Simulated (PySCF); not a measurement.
input.py for H5Pb⁻

File input.py (PySCF 2.14):

```python
from pyscf import gto, dft
from pyscf.prop.polarizability import rhf as pol

mol = gto.M(
    atom='Pb 0 0 0; H -0.0009 0 1.7827; H 1.5444 0 -0.8905; H 0 1.9244 0; H -1.5434 0 -0.8922; H 0 -1.9244 0',
    basis='lanl2dz',
    ecp={'Pb': 'lanl2dz'},
    charge=-1,
    spin=0,
    verbose=3,
)
mf = dft.RKS(mol, xc='x3lyp')
mf.grids.level = 1
mf.kernel()
print('polarizability (a.u.)')
print(pol.Polarizability(mf).polarizability().round(4))
mf.dip_moment()
print('orbital energies (hartree):', mf.mo_energy[..., max(0, mol.nelec[1]-3):mol.nelec[0]+3].round(4))
```

```bash
$ OMP_NUM_THREADS=1 python input.py
```

The log:

```
converged SCF energy = -6.32743478699545
polarizability (a.u.)
[[ 3.49644e+01 -0.00000e+00  4.00000e-04]
 [-0.00000e+00  4.14375e+01 -0.00000e+00]
 [ 4.00000e-04 -0.00000e+00  3.49643e+01]]

WARN: System has nonzero charge -1; the dipole moment is origin-dependent.
Location of origin: [0. 0. 0.]

Dipole moment(X, Y, Z, Debye): -0.00015,  0.00000,  0.00060
orbital energies (hartree): [-0.1168 -0.0949  0.0172  0.2242  0.25    0.25  ]
```

In short: E(SCF) = -6.327435 Eh, α(xx, yy, zz) = 35.0, 41.4, 35.0 bohr³.

Run time: 2 s on 1 thread of Arm Neoverse N1 (shared host).

The basis has no diffuse functions, which an anion needs. The dipole of an ion depends on the origin.
